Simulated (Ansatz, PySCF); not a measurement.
Ways to break one bond of F[Si](Cl)(Cl)Cl [trichloro(fluoro)silane]:

A. F[Si](Cl)(Cl)Cl [trichloro(fluoro)silane] -> Cl[Si](Cl)Cl + F atom
B. F[Si](Cl)(Cl)Cl → F[Si](Cl)Cl + Cl atom

Quantity: bond dissociation energy (enthalpy at 298 K, with B3LYP-D3(BJ) rigid-rotor harmonic-oscillator terms), kcal/mol. Structures are relaxed separately at B3LYP-D3(BJ)/def2-TZVP in Ansatz (a first-principles code). Frequencies are from Ansatz or PySCF. Valence correlation only, unless marked. UHF or UKS for open shells. Spin-orbit coupling is left out. No relativistic terms. CBS marks a two-point X^-3 extrapolation of the correlation energy; Hartree-Fock from the larger set. [CCSD(T)-MP2]/basis is that difference in the basis named.

```json
[
 {"": "A", "PBE-D4/def2-TZVPD (Ansatz + dftd4)": "150.4", "CCSD/6-31G* (Ansatz)": "146.3", "CCSD(T)/STO-3G (Ansatz)": "85.2", "RI-MP2/CBS(cc-pV(T+d)Z,cc-pV(Q+d)Z)+[CCSD(T)-MP2]/cc-pV(T+d)Z (Ansatz)": "157.2"},
 {"": "B", "PBE-D4/def2-TZVPD (Ansatz + dftd4)": "109.7", "CCSD/6-31G* (Ansatz)": "101.1", "CCSD(T)/STO-3G (Ansatz)": "85.9", "RI-MP2/CBS(cc-pV(T+d)Z,cc-pV(Q+d)Z)+[CCSD(T)-MP2]/cc-pV(T+d)Z (Ansatz)": "114.8"}
]
```
